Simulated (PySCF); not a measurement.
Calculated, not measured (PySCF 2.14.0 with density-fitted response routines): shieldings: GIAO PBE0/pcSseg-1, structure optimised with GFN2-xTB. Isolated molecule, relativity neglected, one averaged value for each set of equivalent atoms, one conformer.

Scale: TMS for 1H, 13C (reference shieldings calculated alike). Shifts are as computed. Against solution values, carbons near 30 ppm lie about +3 ppm off and those near 130 ppm about +5 ppm. Of 1211 compounds with measured shifts, 218 miss one by over three times the rms of a fit or turn the order of signals round; such compounds aren't used in these exercises. OH and NH positions are gas-phase values without hydrogen bonding to other molecules.

**Question.** Order these molecules by the shift of their most deshielded carbon, lowest δ first.
A. Cc1ccc(C[SiH3])cc1
B. CNc1ccc[n+]([O-])c1
C. COc1ccc(C)nn1
D. Cc1[nH]cpc1C=O

**Answer.** A (142.7 ppm, substituted aromatic carbon), B (151.1 ppm, aromatic carbon bearing nitrogen), C (170.1 ppm, aromatic carbon bearing oxygen), D (192.2 ppm, aldehyde carbonyl carbon).

**Question.** How many 13C and 1H signals does each give (equivalence by symmetry and fast rotation, but not about amide C–N or C=N bonds)? `COc1ccc(C)nn1`, `CNc1ccc[n+]([O-])c1`, `Cc1[nH]cpc1C=O`, `Cc1ccc(C[SiH3])cc1`

**Answer.** COc1ccc(C)nn1: 6 C, 4 H; CNc1ccc[n+]([O-])c1: 6 C, 6 H; Cc1[nH]cpc1C=O: 5 C, 4 H; Cc1ccc(C[SiH3])cc1: 6 C, 5 H.
